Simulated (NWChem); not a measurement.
Species: CClF, singlet; SMILES F[C]Cl

```xyz
3

F     -0.2802     1.4574     0.0000
C      0.6694     0.5905     0.0000
Cl    -0.0879    -0.9800     0.0000
```
Atoms are numbered in this order, from 1.

All runs: NWChem. Low-valent species are run as closed-shell singlets; no triplet was tried in these runs. Coordinates come from a PBE0/def2-SVP optimisation. Vertical excitations in the gas phase; the lowest state need not have the same character in each row.

For level LDA (Slater exchange, VWN5)/def2-SVPD, TDA:

| Property | Result |
|---|---|
| lowest excitation, singlet (eV) | 3.45 |
| lowest state with f > 0.02, singlet (eV) | 7.27 |
| oscillator strength of that bright state | 0.270 |
| orbital gap (eV) | 2.33 |

Task: Estimate the same quantities for level BHandHLYP/def2-SVPD, TDA.

Result: The lowest excitation, singlet (eV) is 3.58, the lowest state with f > 0.02, singlet (eV) is 8.05 and the oscillator strength of that bright state is 0.318. The orbital gap (eV) is 7.81.
